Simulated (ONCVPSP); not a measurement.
## Before and after: ONCV potential for Ru

- Element: ruthenium
- Generator: ONCVPSP 4.0.1
- Type: optimised norm-conserving Vanderbilt (ONCV)
- Functional: PBE
- Relativity: scalar-relativistic
- Frozen core: [Ar] 3d10
- Valence charge: 16
- Reference configuration: 4s2 4p6 4d7 5s1
- Partial waves: 4s+5s: rc 1.60 bohr, ncon 4, nbas 8, qcut 7.5 1/bohr, 2 projectors; 4p: rc 1.10 bohr, ncon 4, nbas 7, qcut 6.4 1/bohr, 2 projectors, debl 4 Ha; 4d: rc 1.50 bohr, ncon 3, nbas 7, qcut 6.9 1/bohr, 2 projectors, debl 1.4 Ha
- Local potential: polynomial inside 0.85 bohr (lpopt 5, dvloc0 1 Ha)
- Core correction: Teter function, fcfact 4.25, rcfact 1.35

All-electron outer shells of the reference configuration (PBE, scalar-relativistic, ld1.x):

```csv
shell,level (eV),outermost node (bohr),outermost maximum (bohr)
3d,-273.12,–,0.30
4s,-76.37,0.48,0.92
4p,-46.42,0.49,0.98
4d,-5.20,0.48,1.21
5s,-4.24,1.24,2.73
```

Change: p: rc 1.4.

Cutoffs: the cutoffs (Ha) at which the residual kinetic energy of the hardest occupied pseudo-wave falls to 1 and 0.1 mHa per electron; they do not see the model core or the augmentation charge, which bear on the density cutoff. Errors are all-electron minus pseudo energies relative to the spin-unpolarised reference configuration.

Question: How do hardness, ghosts and transferability respond?

Answer: The potential gets softer (102 Ha and 122 Ha → 22 Ha and 69 Ha); the errors of the 4 common tests hardly move; neither file shows a bound ghost. A larger radius leaves more room for a smooth pseudo-wave, so fewer plane waves are needed.

```tsv
quantity	base	changed
cutoff, loose	102 Ha	22 Ha
cutoff, tight	122 Ha	69 Ha
loose cutoff by channel	s 21 Ha, p 102 Ha, d 22 Ha	s 21 Ha, p 21 Ha, d 22 Ha
bound ghosts	none	none
GHOST(+) flags under 300 eV	s at 75.9 eV	s at 75.9 eV
error for 4s2 4p6 4d7 5s0, meV [ΔE 7.29 eV]	-1.9	-2.0
error for 4s2 4p6 4d6 5s0, meV [ΔE 25.48 eV]	-4.1	-4.0
error for 4s2 4p6 4d5 5s0, meV [ΔE 56.10 eV]	-4.2	-3.7
error for 4s2 4p6 4d7.5 5s0.5, meV [ΔE -0.32 eV]	-0.6	-0.6
s: phases at 1.62 bohr within 0.05 rad from the reference energy up to (Ha; the scan ends near 5)	2.2	2.2
d: phases at 1.52 bohr within 0.05 rad from the reference energy up to (Ha; the scan ends near 5)	to the end of the scan	to the end of the scan
rms error of d²Exc/dni dnj with the model core, mHa	1.20	1.18
```
